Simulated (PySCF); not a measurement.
# Cost of response and excited-state runs on `InChI=1S/C9H14/c1-3-9(2)6-7-4-5-8(7)9/h3,7-8H,1,4-6H2,2H3/t7-,8-,9+/m1/s1`

Structure with atom numbers: `[CH2:1]=[CH:2][C@@:3]1([CH3:4])[CH2:5][C@H:6]2[CH2:7][CH2:8][C@@H:9]12`. Hydrogens are named by the atom that carries them. Ha(C1) is cis to C3; Ha(C7), Ha(C8) are cis to C3 on the ring; Ha(C5) is cis to C7 on the ring; Hb(C1) is trans to C3; Hb(C7), Hb(C8) are trans to C3 on the ring; Hb(C5) is trans to C7 on the ring.

PySCF with density fitting, on 1 thread of an Arm Neoverse N1, shared host. Command: `OMP_NUM_THREADS=1 python excited_run.py task.json out`

Question: How long does each of these runs take, and how much memory?
- excited states, B3LYP/def2-SVP; Tamm-Dancoff; spin-orbit couplings; 1 states; 5 triplets; quadratic response for 4 states
- excited states, CAM-B3LYP/6-31+G*; Tamm-Dancoff; spin-orbit couplings; 8 states; 5 triplets; quadratic response for 4 states
- excited states, CAM-B3LYP/STO-3G; Tamm-Dancoff; spin-orbit couplings; 8 states; 5 triplets; quadratic response for 4 states; IEF-PCM acetonitrile; damping 0.3
- excited states, CAM-B3LYP/def2-SVP; Tamm-Dancoff; spin-orbit couplings; 8 states; 5 triplets; quadratic response for 4 states
- excited states, HF/def2-SVP; Tamm-Dancoff; spin-orbit couplings; 1 states; 5 triplets; quadratic response for 4 states

Answer: 
| run | level | basis functions | wall time | peak memory (GiB) |
| --- | --- | --- | --- | --- |
| excited states | B3LYP/def2-SVP | 196 | 61 s | 0.91 |
| excited states | CAM-B3LYP/6-31+G* | 190 | 86 s | 0.98 |
| excited states | CAM-B3LYP/STO-3G | 59 | 27 s | 0.85 |
| excited states | CAM-B3LYP/def2-SVP | 196 | 87 s | 0.94 |
| excited states | HF/def2-SVP | 196 | 27 s | 0.76 |

Times from a shared host are rough.
